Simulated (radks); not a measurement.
The numbers below are computed, except where a source is named.
Q: The mean radii <r> (bohr) of the occupied orbitals of an atom or ion are listed with their occupations. Level of theory: scalar-relativistic Kohn-Sham, RPBE, spin-unpolarised, spherical densities, finite nucleus; Fermi nuclear charge, rms radius of each element as measured or else 0.836 A^(1/3) + 0.57 fm (a radial shooting solver on a logarithmic mesh with Libxc functionals).

orbital  occ.     <r>
1s          1  0.1695
2s          2  0.7669
2p          1  0.6791
3s          1   2.044

Name the element and its charge.

A: Z = 9, fluorine, charge +4: F4+ in 1s1 2s2 2p1 3s1. The 1s radius gives Z: for a bare nucleus <r> = (2 gamma + 1)/(2Z) with gamma = sqrt(1 - (Z/c)^2), 0.1664 bohr for Z = 9, and screening makes it slightly larger (0.1695 here). The occupations add up to 5, and the charge is Z minus that.
